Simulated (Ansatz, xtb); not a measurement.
Relative energy of two structures of F2SSi

Structure X: a singlet given by its coordinates. Structure Y: a triplet given by its coordinates. Both are isolated molecules in the gas phase, relaxed with B3LYP-D3(BJ)/def2-SVP.

X (Å):

```csv
atom,x (Å),y (Å),z (Å)
F,2.0298,0.7751,-0.1619
F,-1.8839,0.3836,-1.3885
S,-0.7713,0.2455,-0.1614
Si,0.9224,0.9082,-1.3679
```

Close contacts (Å): F1–Si4 1.64, F2–S3 1.66, S3–Si4 2.18.

Y (Å):

```yaml
atoms:
  - { symbol: F, position_ang: [-2.4931, -1.8597, -0.3599] }
  - { symbol: F, position_ang: [-0.7708, 0.1074, -0.4651] }
  - { symbol: S, position_ang: [-3.6355, 0.8319, -1.3175] }
  - { symbol: Si, position_ang: [-2.2867, -0.2825, -0.0327] }
```

Close contacts (Å): F1–Si4 1.62, F2–Si4 1.62, S3–Si4 2.17.

**Question.** Estimate E(Y) − E(X) at the level CCSD(T)/def2-TZVPP.

**Answer.** Calculated at CCSD(T)/def2-TZVPP: E(Y) − E(X) = −28.5 kcal/mol, so structure Y lies lower.

Level by level:

```csv
level,geometry,E(Y) − E(X) (kcal/mol),departure from the last row (kcal/mol),"job, with rough time for the two"
HF/STO-3G,GFN2-xTB,−19.0,+9.5,"single point, 1.3 s"
r2SCAN-D4/def2-SVP,GFN2-xTB,−30.4,−1.9,"single point, 8.4 s"
B3LYP-D3(BJ)/def2-SVP,B3LYP-D3(BJ)/def2-SVP,−25.5,+3.0,"optimisation, 99 s"
HF/def2-TZVPP,B3LYP-D3(BJ)/def2-SVP,−53.7,−25.2,part of the CCSD(T) run
MP2/def2-TZVPP,B3LYP-D3(BJ)/def2-SVP,−31.9,−3.4,part of the CCSD(T) run
CCSD(T)/def2-TZVPP,B3LYP-D3(BJ)/def2-SVP,−28.5,,"single point, 7.1 min"
```

The levels shown agree on the order. The largest departure from CCSD(T)/def2-TZVPP is that of HF/def2-TZVPP, 25.2 kcal/mol. At CCSD(T)/def2-TZVPP a singlet with the links of Y lies below this triplet.

With harmonic frequencies from B3LYP-D3(BJ)/def2-SVP (ideal gas, rigid rotor, one conformer each, 298.15 K, 1 atm): on the last row, ΔE + ΔZPE = −28.1, ΔH = −28.2, ΔG = −28.7 kcal/mol.

Open shells are spin-unrestricted. The correlated steps freeze 12 core orbitals. ΔG holds the spin degeneracy. Programs: Ansatz 0.2.0, xtb 6.7.1; the last row on 1 thread of AMD EPYC (Zen 3) on a shared host.
